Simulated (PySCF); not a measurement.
**[ReO3(H2O)2]+ at several levels of theory**

Computed with PySCF 2.14.0 (density fitting, no spin-orbit coupling) at the geometry relaxed with TPSS:

```xyz
10
[ReO3(H2O)2]+ (singlet)
Re    0.0329    0.1586    0.1018
O     0.5361   -0.1667    1.7008
O     1.3714   -0.0916   -0.9289
O    -0.3035    1.8336    0.0458
O    -1.9790   -0.1277   -0.5830
H    -2.3709   -0.9940   -0.8268
H    -2.5860    0.6149   -0.7977
O    -0.3971   -2.1112   -0.1217
H    -0.3954   -2.6187    0.7201
H     0.2457   -2.5715   -0.7063
```

```tsv
level	basis	state	HOMO (eV)	gap (eV)	charge on Re1 (e)	dipole about the centre of mass (D)	largest force component (eV/Å)
TPSS	Re def2-SVP with ECP60, O def2-SVP, H def2-SVP	singlet	-12.77	3.78	1.20	9.65	0.03
PBE0	the same	singlet	-14.34	5.93	1.29	9.80	1.64
wB97X	the same	singlet	-16.69	10.45	1.29	9.87	2.89
HF	the same	singlet	-18.16	12.97	1.84	10.49	4.41
TPSS	Re def2-TZVP with ECP60, O def2-TZVP, H def2-TZVP	singlet	-12.73	3.75	1.50	9.48	0.31
TPSS	Re x2c-SVPall, O x2c-SVPall, H x2c-SVPall	singlet	-12.92	3.63	0.99	9.52	0.83
```

Charges are Mulliken's, which hang on the basis. The relaxation used the grid (50, 194), these runs (75, 302) or, all-electron (x2c bases, spin-free X2C Hamiltonian), (99, 590).

(1) What does CAM-B3LYP with Re def2-SVP with ECP60, O def2-SVP, H def2-SVP give here?

No frequency check is given that shows the relaxed geometry to be a minimum.

Results:

(1) state singlet, HOMO (eV) -15.68, gap (eV) 8.39, charge on Re1 (e) 1.24, dipole about the centre of mass (D) 9.88, largest force component (eV/Å) 1.77. Time: 8.7 s on 2 threads of Arm Neoverse V2 (shared host), from an already converged density.
